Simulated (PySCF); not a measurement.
Can point charges reproduce the dipole moment of `C[SiH2][Si@H]([SiH2]N)[SiH2]C=O`?

Coordinates (GFN2-xTB, Å) and charges (e) from the PBE0/pcSseg-1 density (PySCF):

```
atom       x       y       z  Mulliken      IAO  Hirshfeld  ESP-fitted
  C1  -0.776  -2.796   0.027   -0.6221  -0.7016    -0.2120     -0.3586
 Si2  -0.388  -1.700   1.525   +0.4239  +0.5093    +0.2475     +0.3832
 Si3  -0.367   0.545   0.891   -0.3802  -0.0325    +0.0761     -0.1499
 Si4  -1.509   0.994  -1.092   +0.5716  +0.6502    +0.2816     +0.7013
  N5  -1.025   2.595  -1.530   -0.6300  -0.8399    -0.3175     -1.0620
 Si6   1.796   1.392   0.787   +0.3713  +0.4099    +0.2288     +0.3773
  C7   2.546   0.107  -0.419   +0.0145  +0.0240    +0.0519     +0.2144
  O8   1.893  -0.843  -0.786   -0.3518  -0.3757    -0.1799     -0.3525
  H9  -0.781  -3.850   0.288   +0.1425  +0.1572    +0.0439     +0.1098
 H10  -0.029  -2.652  -0.746   +0.1653  +0.1698    +0.0366     +0.0739
 H11  -1.746  -2.556  -0.400   +0.1406  +0.1492    +0.0392     +0.0710
 H12  -1.399  -1.984   2.558   -0.0594  -0.1134    -0.0841     -0.1240
 H13   0.890  -2.132   2.110   -0.0547  -0.1089    -0.0815     -0.1054
 H14  -1.016   1.330   1.981   +0.0246  -0.0786    -0.0851     -0.0584
 H15  -2.975   0.831  -0.973   -0.0930  -0.1498    -0.0941     -0.1825
 H16  -1.110   0.198  -2.253   -0.0692  -0.1157    -0.0784     -0.1169
 H17  -1.116   3.331  -0.847   +0.1941  +0.2571    +0.1112     +0.3795
 H18  -1.289   2.951  -2.435   +0.1946  +0.2620    +0.1184     +0.3981
 H19   2.107   2.686   0.162   -0.0420  -0.0879    -0.0705     -0.1100
 H20   2.702   1.352   1.948   -0.0403  -0.0901    -0.0703     -0.1179
 H21   3.582   0.218  -0.799   +0.0998  +0.1055    +0.0387     +0.0296
```

Task: What dipole does each set of charges give (1 e·Å = 4.803 D), and what does the density give?

Result: The full density gives (-0.03, 2.25, -0.22) D, 2.26 D in size; dipole vectors point from the negative to the positive end.

```json
{"scheme": "Mulliken", "μx": "-0.13", "μy": "2.23", "μz": "1.34", "size (D)": "2.61", "share of the full size (%)": "115", "angle to the full dipole (°)": "37"}
{"scheme": "IAO", "μx": "-0.11", "μy": "2.39", "μz": "1.78", "size (D)": "2.98", "share of the full size (%)": "132", "angle to the full dipole (°)": "42"}
{"scheme": "Hirshfeld", "μx": "0.30", "μy": "1.71", "μz": "0.18", "size (D)": "1.75", "share of the full size (%)": "77", "angle to the full dipole (°)": "16"}
{"scheme": "ESP-fitted", "μx": "-0.04", "μy": "2.23", "μz": "-0.21", "size (D)": "2.24", "share of the full size (%)": "99", "angle to the full dipole (°)": "0"}
```

Task: Which set comes closest?

Result: Length of the difference vector: ESP-fitted 0.02 D, Hirshfeld 0.75 D, Mulliken 1.56 D, IAO 2.01 D. Closest: ESP-fitted. 

Task: What is left for the Hirshfeld atoms' own dipoles?

Result: The Hirshfeld atoms' densities add up to the full density, so μ = Σ q r + Σ (atomic dipoles). The atomic dipoles sum to (-0.03, 2.25, -0.22) − (0.30, 1.71, 0.18) = (-0.33, 0.54, -0.40) D, 0.75 D in size.

Task: With the origin at the mean of the coordinates, (0.000, 0.001, 0.000) Å, which are the largest single terms, by size, of the Hirshfeld dipole along the direction of the full one?

Result: N5 -4.19, C1 +2.83, Si2 -2.18, H17 +1.82, H18 +1.81 D; all 21 atoms together +1.68 D. The single terms depend on the origin, their sum doesn't.

Task: Give the size of the full dipole in other units.

Result: 2.26 D = 0.888 au = 0.470 e·Å = 7.53 × 10⁻³⁰ C·m.

Geometry: GFN2-xTB, one conformer, isolated molecule.

The run behind these numbers computed NMR shieldings as well. Hardware: one thread, Arm Neoverse V2 (aarch64), no GPU, shared host with 32 logical CPUs at a one-minute load of 29. Cost: 52 s, 1.1 GiB resident at most.
